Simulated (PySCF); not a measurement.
Species: C4H8FNO2.
Z-matrix (Å and degrees, GFN2-xTB geometry), rows numbered from 1:
```
C 
O   1  1.4127
C   2  1.4103  1  114.21
C   3  1.5312  2  113.87  1   -71.20
F   4  1.3745  3  111.43  2    84.07
C   3  1.5417  2  109.00  1   167.46
N   6  1.3405  3  113.67  2   -16.36
O   6  1.2095  3  121.87  2   165.17
H   1  1.0957  2  110.86  3   -58.47
H   1  1.0927  2  111.92  3    63.33
H   1  1.0883  2  106.07  3  -177.44
H   3  1.1039  2  110.17  1    50.10
H   4  1.0932  3  109.36  2  -157.65
H   4  1.0941  3  110.63  2   -35.15
H   7  1.0060  6  119.36  3     6.60
H   7  1.0061  6  119.42  3   177.69
```

Theory: PBE0/def2-SVPD in PySCF (dipole) on a GFN2-xTB geometry, gas phase.

Masses are those of the commonest isotopes; rigid-rotor values at the optimised geometry. The values belong to one conformer with, in the numbering `[CH3:1][O:2][C@H:3]([CH2:4][F:5])[C:6]([NH2:7])=[O:8]`, C1–O2–C3–C4 -71°, O2–C3–C4–F5 84°, O2–C3–C6–N7 -16°, C3–C6–N7–H 7° and 178°.

(1) What are A, B and C (GHz)?

(2) What kind of rotor is it?

(3) What does the inertial defect say?

(4) Give the coordinates in the principal-axis frame, origin at the centre of mass.

(5) Where do the levels up to J = 4 lie, in cm⁻¹?

(6) Predict some low-J microwave lines.

(7) Estimate the classical rotational partition function at 25 K, 50 K and 200 K.

Answers

(1) Ia = 183.37, Ib = 312.44, Ic = 473.43 u·Å²; 505379 MHz·u·Å²/I gives 2756, 1618 and 1067 MHz, that is A = 2.7561, B = 1.6175, C = 1.0675 GHz.

(2) An asymmetric top; Ray's κ = -0.349.

(3) Not planar: Δ = Ic − Ia − Ib = -22.38 u·Å². For a rigid frame Δ = −2 Σ m c², so Σ m c² = 11.19 u·Å² lies off the ab plane: 6.06 from hydrogen and 5.13 from heavier atoms. The atom farthest from that plane is 1.51 Å away.

(4) The sense of each axis is arbitrary; atoms in the order of the calculation.
```csv
atom,mass (u),a (Å),b (Å),c (Å)
C1,12.000,1.710,-1.729,-0.158
O2,15.995,0.409,-1.315,0.202
C3,12.000,0.061,-0.030,-0.265
C4,12.000,0.793,1.109,0.451
F5,18.998,2.032,1.334,-0.101
C6,12.000,-1.456,0.175,-0.087
N7,14.003,-2.133,-0.964,0.119
O8,15.995,-1.966,1.269,-0.161
H9,1.008,1.832,-1.732,-1.247
H10,1.008,2.479,-1.089,0.282
H11,1.008,1.821,-2.742,0.225
H12,1.008,0.278,0.054,-1.344
H13,1.008,0.220,2.033,0.343
H14,1.008,0.947,0.865,1.506
H15,1.008,-1.625,-1.824,0.243
H16,1.008,-3.125,-0.927,0.281
```

(5) Above 0(0,0):
J = 1: 1(0,1) 0.0896, 1(1,1) 0.1275, 1(1,0) 0.1459
J = 2: 2(0,2) 0.2635, 2(1,2) 0.2883, 2(1,1) 0.3434, 2(2,1) 0.4573, 2(2,0) 0.4625
J = 3: 3(0,3) 0.5136, 3(1,3) 0.5266, 3(1,2) 0.6357, 3(2,2) 0.7260, 3(2,1) 0.7498, 3(3,1) 0.9646, 3(3,0) 0.9656
J = 4: 4(0,4) 0.8343, 4(1,4) 0.8400, 4(1,3) 1.0170, 4(2,3) 1.0801, 4(2,2) 1.1413, 4(3,2) 1.3310, 4(3,1) 1.3375, 4(4,1) 1.6542, 4(4,0) 1.6543
The levels of one J sum to (2J + 1)J(J + 1)(A + B + C)/3.

(6) The dipole components are |μa| = 0.23 D, |μb| = 3.64 D, |μc| = 0.47 D. Intensities carry the squares of the components, which stand as 0.00 : 1.00 : 0.02 (a : b : c). Some lines, for components of 0.1 D or more:

| type | branch | J(Ka,Kc) | MHz | lower level (cm⁻¹) |
| --- | --- | --- | --- | --- |
| a | Q | 1(1,0) ← 1(1,1) | 550 | 0.128 |
| c | Q | 2(1,2) ← 2(0,2) | 745 | 0.263 |
| c | Q | 1(1,1) ← 1(0,1) | 1139 | 0.090 |
| b | Q | 2(1,1) ← 2(0,2) | 2395 | 0.263 |
| a | R | 1(0,1) ← 0(0,0) | 2685 | 0.000 |
| c | Q | 2(2,1) ← 2(1,1) | 3416 | 0.343 |
| b | Q | 2(2,0) ← 2(1,1) | 3572 | 0.343 |
| b | R | 1(1,1) ← 0(0,0) | 3824 | 0.000 |
| b | R | 2(0,2) ← 1(1,1) | 4075 | 0.128 |
| a | R | 2(1,2) ← 1(1,1) | 4820 | 0.128 |
| a | R | 2(0,2) ← 1(0,1) | 5214 | 0.090 |
| a | R | 2(1,1) ← 1(1,0) | 5920 | 0.146 |
| c | R | 2(2,0) ← 1(1,0) | 9492 | 0.146 |
| b | R | 2(2,0) ← 1(1,1) | 10042 | 0.128 |

(7) Point group C1, symmetry number σ = 1; q = (√π/σ)·√((kT/h)³/(ABC)), k/h = 20836.6 MHz/K: 9660 at 25 K, 27300 at 50 K, 219000 at 200 K.

No GFN2-xTB frequencies stand behind this structure, so it isn't proved a minimum. No vibrational averaging or centrifugal distortion is included, and the geometry carries the error of its method. A rigid rotor knows nothing of internal rotation, which can split or shift real lines. Quadrupole hyperfine structure (14N) is left out.
